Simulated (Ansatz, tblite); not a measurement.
Removing and adding an electron: B(NH2tBu)Cl3 (C₄H₁₁BCl₃N). Charge 0, multiplicity 1. Geometry: PBE-D4/def2-SVP. Ansatz, gas phase; energy differences of separate SCF runs; the oxidised species was run as a doublet alone; the reduced species was run as a doublet alone.

| atom | x (Å) | y (Å) | z (Å) |
| --- | --- | --- | --- |
| B1 | 1.423 | -0.798 | 1.678 |
| N2 | 1.013 | 0.067 | 0.337 |
| C3 | -0.336 | 0.174 | -0.376 |
| C4 | -0.092 | 1.102 | -1.579 |
| C5 | -0.783 | -1.209 | -0.858 |
| C6 | -1.375 | 0.794 | 0.564 |
| H7 | 1.320 | 1.025 | 0.579 |
| H8 | 1.712 | -0.250 | -0.358 |
| H9 | 0.247 | 2.109 | -1.256 |
| H10 | -1.030 | 1.234 | -2.152 |
| H11 | 0.667 | 0.681 | -2.272 |
| H12 | -0.014 | -1.689 | -1.497 |
| H13 | -0.989 | -1.889 | -0.012 |
| H14 | -1.705 | -1.096 | -1.461 |
| H15 | -1.588 | 0.137 | 1.426 |
| H16 | -1.036 | 1.773 | 0.960 |
| H17 | -2.313 | 0.961 | -0.002 |
| Cl18 | 3.218 | -0.323 | 1.843 |
| Cl19 | 1.228 | -2.590 | 1.326 |
| Cl20 | 0.435 | -0.213 | 3.111 |

The xTB rows come from tblite. HOMO above LUMO, or a gap near zero within one spin, warns that the state may not be the lowest or that an electron is smeared out.

| level | −HOMO (eV) | vertical IE (eV) | −LUMO (eV) | vertical EA (eV) | HOMO–LUMO gap (eV) | IE − EA (eV) | remarks |
| --- | --- | --- | --- | --- | --- | --- | --- |
| GFN1-xTB | 12.33 | 14.59 | 5.13 | 2.70 | 7.20 | 11.89 | – |
| GFN2-xTB | 11.15 | 13.63 | 3.29 | 0.76 | 7.86 | 12.86 | – |
| PBE-D4/def2-TZVP | 6.47 | 9.32 | 0.89 | -0.91 | 5.58 | 10.24 | HOMO above zero (-1 doublet), gap within one spin near zero (+1 doublet) |
| revPBE-D4/def2-TZVP | 6.40 | 9.35 | 0.74 | -0.94 | 5.67 | 10.29 | HOMO above zero (-1 doublet), gap within one spin near zero (+1 doublet) |
| PBE0-D4/def2-TZVP | 7.86 | 9.84 | 0.07 | -1.15 | 7.79 | 10.99 | HOMO above zero (-1 doublet) |

Relaxing the oxidised species (PBE-D4/def2-SVP) changes its energy by -0.16 eV at PBE-D4/def2-TZVP, so the adiabatic ionisation energy to this nearest minimum is 9.16 eV. At PBE0-D4/def2-TZVP it is 9.65 eV.     A HOMO above zero means that the electron is unbound at that level or that self-interaction error raises the level; the energy of removing that electron tells which. Raw xTB energy differences between charge states are shifted by several eV; the methods need an empirical correction for them. Sets without diffuse functions give affinities that are too small. A negative affinity means that the extra electron isn't bound; its size then hangs on the basis.
